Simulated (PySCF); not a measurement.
ClF2HOSi, SMILES F[Si](Cl)(O)F.

The structure is a stationary point at PBE0-D3(BJ)/def2-SVP. One conformer was computed; it need not be the lowest.

Level of theory: TDDFT-PBE0/def2-SVPD run with PySCF.

Vertical excitations. 

```csv
state,energy (eV),λ (nm),f,main pairs
S1,8.22,151,0.031,HOMO→LUMO 95 %
S2,8.44,147,0.039,HOMO−1→LUMO 95 %
S3,9.00,138,0.071,HOMO−2→LUMO 88 %
S4,9.46,131,0.007,HOMO→LUMO+1 74 %
S5,9.64,129,0.067,"HOMO−3→LUMO 45 %, HOMO−1→LUMO+1 38 %"
S6,9.72,128,0.040,"HOMO−1→LUMO+1 51 %, HOMO−3→LUMO 38 %"
S7,9.91,125,0.001,"HOMO→LUMO+2 74 %, HOMO→LUMO+3 15 %"
S8,10.18,122,0.004,"HOMO−1→LUMO+2 52 %, HOMO→LUMO+3 13 %"
S9,10.29,120,0.001,"HOMO−2→LUMO+1 69 %, HOMO→LUMO+3 11 %"
S10,10.43,119,0.002,"HOMO−1→LUMO+3 51 %, HOMO−1→LUMO+4 27 %"
T1,7.84,158,0,HOMO→LUMO 87 %
T2,8.07,154,0,HOMO−1→LUMO 84 %
T3,8.48,146,0,"HOMO−2→LUMO 77 %, HOMO→LUMO+1 15 %"
T4,9.00,138,0,"HOMO−3→LUMO 50 %, HOMO→LUMO+1 21 %, HOMO−1→LUMO+1 12 %"
```
Triplets are in the Tamm–Dancoff approximation, which puts them higher than full response would, so one can lie above its singlet here.
